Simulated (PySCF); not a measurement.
SZn (SMILES [S]=[Zn]), singlet, geometry from GFN2-xTB (such geometries of metal compounds can be far from the true shape). Base run: CAMB3LYP/6-31G*, polarisability run with PySCF.

Input for PySCF:
```python
from pyscf import gto, scf, dft
from pyscf.prop import polarizability

mol = gto.M(
    atom='''
Zn   -0.000000   -0.000000   -0.715183
S     0.000000    0.000000    1.340968
''',
    basis='6-31g*',
    charge=0,
    spin=0,
    verbose=4,
)

mf = dft.RKS(mol)
mf.xc = 'camb3lyp'
mf.kernel()
alpha = mf.Polarizability().polarizability()[2, 2]
print('alpha_zz =', alpha)
```

Question: The base was run again with changes. Order these runs by alpha_zz (bohr³), lowest first: basis = def2-SVP | basis = def2-TZVP | basis = def2-TZVPD | basis = def2-SVPD | functional = lda,vwn | basis = 6-31G.

Answer: basis = def2-SVP (alpha_zz (bohr³) 66.27), functional = lda,vwn (alpha_zz (bohr³) 73.08), basis = 6-31G (alpha_zz (bohr³) 75.62), basis = def2-TZVP (alpha_zz (bohr³) 75.69), basis = def2-TZVPD (alpha_zz (bohr³) 80.41), basis = def2-SVPD (alpha_zz (bohr³) 80.61)

Finite-field rows take the second difference of the energy in a field along z; a small field with loose convergence shows SCF noise divided by the square of the field, and a large one adds hyperpolarisability.
